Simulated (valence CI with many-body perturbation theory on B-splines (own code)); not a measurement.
Results of a calculation; reference values are marked as such.
# Ru XXXIX: magnetic and hyperfine properties of the levels

Level of theory: relativistic CI+MBPT: four valence electrons over a frozen Dirac-Fock core [He], radial functions for each j: 11 s, 11 p, 9 d, 7 f, 5 g, 2 h, 1 i, with the one-electron correlation potential Σ1 (screened to all orders), the two-electron term Σ2, the three-electron term Σ3, Breit, model QED; selected single and double excitations, second order for the rest (own B-spline code, finite nucleus).

No measured spectrum was set against this ion. As an estimate, large intervals hold to a few tenths of a per cent, small ones and those within an open d or f shell to about a per cent. Among the levels kept, up to 260 cm⁻¹ of a level comes from second order outside the variational space, and about a tenth of that is noise between levels of different J, which matters for small intervals.

A/g_I is the dipole constant over the nuclear g factor μ/I (μ in nuclear magnetons, uniformly magnetised nucleus), B/Q the quadrupole constant per barn. Both hold the static response of the core; the bare values leave it out. Large factors of s and p1/2 electrons are usually good to 5 to 10 %; those of open d and f shells near neutrality can be off by tens of per cent, and small factors of p3/2, d and f electrons come from cancelling terms and can be off by a factor of two or in sign, in half-filled shells by more. B is blank for J = 1/2, where it vanishes, and for nearly pure S terms. Energies count from the lowest level. Levels with J = 0 are left out.

Levels are named by their leading jj configuration (3d3/2^4 stands for four electrons in 3d with j = 3/2), which in mixed levels can hold well under half, so a name can repeat and another be missing. Letters in brackets count levels of one name in rising energy.

```tsv
Level	E (eV)	g	A/g_I (MHz)	A/g_I bare	B/Q (MHz/b)	B/Q bare
(2s^2 2p1/2 2p3/2) J=1	128.9	1.490	-39400	-31100	148000	148000
(2s^2 2p1/2 2p3/2) J=2	141.9	1.193	347000	350000	220000	221000
(2s 2p1/2^2 2p3/2) J=2	265.0	1.677	811000	809000	202000	202000
(2s^2 2p3/2^2) J=2	280.0	1.283	165000	169000	73900	74100
(2s 2p1/2^2 2p3/2) J=1	315.2	1.014	-482000	-465000	226000	226000
(2s 2p1/2 2p3/2^2) J=2 [a]	389.1	1.486	626000	623000	202000	203000
(2s 2p1/2 2p3/2^2) J=3	415.5	1.321	752000	747000	-677	-696
(2s 2p1/2 2p3/2^2) J=1 [a]	453.3	1.275	30700	39600	-230000	-231000
(2s 2p1/2 2p3/2^2) J=2 [b]	463.0	1.109	28100	37600	-140000	-140000
(2s 2p1/2 2p3/2^2) J=1 [b]	468.7	1.429	1060000	1060000	81100	81300
(2s 2p3/2^3) J=2	576.8	1.348	846000	837000	-267000	-268000
(2p1/2^2 2p3/2^2) J=2	616.2	1.355	142000	152000	61700	61800
(2s 2p3/2^3) J=1	620.5	1.235	-507000	-485000	-74700	-74900
(2p1/2 2p3/2^3) J=1	752.2	1.490	-53600	-39000	-146000	-146000
(2p1/2 2p3/2^3) J=2	766.4	1.121	352000	355000	-355000	-356000
(2s^2 2p1/2 3s) J=1	3174.9	1.334	896000	887000	-10800	-10800
(2s^2 2p1/2 3p1/2) J=1	3215.9	0.661	615000	610000	-2410	-2410
(2s^2 2p1/2 3p3/2) J=1	3262.6	1.514	-6160	-5080	42600	42700
(2s^2 2p1/2 3p3/2) J=2	3266.5	1.166	273000	272000	73600	73700
(2s 2p1/2^2 3s) J=1	3298.6	2.152	1610000	1580000	-6180	-6190
(2s^2 2p1/2 3d3/2) J=2	3303.6	0.761	260000	258000	22200	22400
(2s^2 2p3/2 3s) J=2	3316.2	1.439	222000	224000	239000	240000
(2s^2 2p1/2 3d3/2) J=1	3318.2	0.838	-121000	-121000	5190	5290
(2s^2 2p3/2 3s) J=1	3323.1	1.143	-1240	7570	160000	161000
(2s^2 2p1/2 3d5/2) J=3	3325.3	1.111	166000	165000	4810	5050
(2s^2 2p1/2 3d5/2) J=2	3325.8	1.322	-29300	-28300	70900	71200
(2s 2p1/2^2 3p1/2) J=1	3343.3	1.503	1380000	1370000	-6600	-6600
(2s^2 2p3/2 3p1/2) J=1	3369.6	1.430	142000	149000	146000	146000
(2s^2 2p3/2 3p1/2) J=2	3372.3	1.197	195000	198000	271000	272000
(2s 2p1/2^2 3p3/2) J=2	3388.7	1.580	697000	690000	76200	76300
(2s 2p1/2^2 3p3/2) J=1	3393.2	1.059	-590000	-579000	38200	38300
```

(1) Take the isotope of mass number 101, with I = 5/2, μ = -0.718 μN and Q = 0.46 b. What is the hyperfine structure of (2s^2 2p3/2^2) J=2?

Answers

(1) From the table A = -47300 MHz, B = 34000 MHz. Shifts from the centre of gravity in MHz: F = 1/2: 355000, F = 3/2: 269000, F = 5/2: 133000, F = 7/2: -38100, F = 9/2: -228000.
